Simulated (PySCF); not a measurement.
F₂HS, charge +1.

```xyz
4

F     -0.0306     0.4747    -1.1919
S      0.1087    -0.4767     0.0000
F     -0.0306     0.4747     1.1919
H     -1.1876    -0.9182     0.0000
```
Charge +1, spin multiplicity 1.

Coordinates come from a TPSSh-D3(BJ)/def2-TZVP optimisation. The isomer is the one that the SMILES or the coordinates give; other isomers of the formula were not compared.

Calculation: PBE0/pcSseg-2 run with PySCF. Non-relativistic, no solvent.

Question: Give the absolute GIAO shielding of each atom: isotropic value and principal components (ppm). (An estimate is asked for; the answer gives what the named calculation found.)

Answer: 
```csv
atom,σ(iso),σ11,σ22,σ33,span
F1,254.8,-2.7,220.1,546.8,549.5
S2,-129.2,-309.3,-112.2,33.9,343.2
F3,254.8,-2.7,220.1,546.8,549.5
H4,20.2,17.5,19.2,24.0,6.5
```
